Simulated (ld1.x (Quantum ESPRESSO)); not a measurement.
# An all-electron radial function and its pseudo partner (boron)

Columns: radius, all-electron u(r) and pseudo u(r) of the 2s shell (level -9.44 eV) of boron in the configuration [He] 2s2 2p1; PBE, scalar-relativistic, TM scheme, ld1.x (Quantum ESPRESSO) 7.5.

| r (bohr) | all-electron | pseudo |
| --- | --- | --- |
| 0.125 | 0.2927 | -0.0699 |
| 0.250 | 0.2677 | -0.1346 |
| 0.375 | 0.1219 | -0.1916 |
| 0.500 | -0.0565 | -0.2454 |
| 0.625 | -0.2281 | -0.3089 |
| 0.750 | -0.3764 | -0.3949 |
| 0.875 | -0.4972 | -0.4981 |
| 1.000 | -0.5908 | -0.5908 |
| 1.125 | -0.6585 | -0.6585 |
| 1.250 | -0.7030 | -0.7030 |
| 1.375 | -0.7279 | -0.7279 |
| 1.500 | -0.7365 | -0.7365 |
| 1.625 | -0.7323 | -0.7323 |
| 1.750 | -0.7179 | -0.7179 |
| 1.875 | -0.6961 | -0.6961 |
| 2.000 | -0.6687 | -0.6687 |
| 2.125 | -0.6375 | -0.6375 |
| 2.250 | -0.6040 | -0.6040 |
| 2.375 | -0.5691 | -0.5691 |
| 2.500 | -0.5338 | -0.5338 |
| 2.625 | -0.4988 | -0.4988 |
| 2.750 | -0.4644 | -0.4644 |
| 2.875 | -0.4312 | -0.4312 |
| 3.000 | -0.3994 | -0.3994 |
| 3.125 | -0.3691 | -0.3691 |
| 3.250 | -0.3404 | -0.3404 |

(1) How many radial nodes do the two functions have?

(2) At about which radius was the pseudo-wave matched?

(3) Is the pseudo-wave norm-conserving?

## Answers

(1) The all-electron 2s function has n − l − 1 = 1; the pseudo-wave has 0, since the states of the same l below it are removed with the core.

(2) 1.00 bohr, where the columns begin to agree (steps of 0.12 bohr).

(3) Yes: the TM scheme keeps the norm inside the radius equal to the all-electron one, which fixes the energy derivative of the logarithmic derivative at the level.
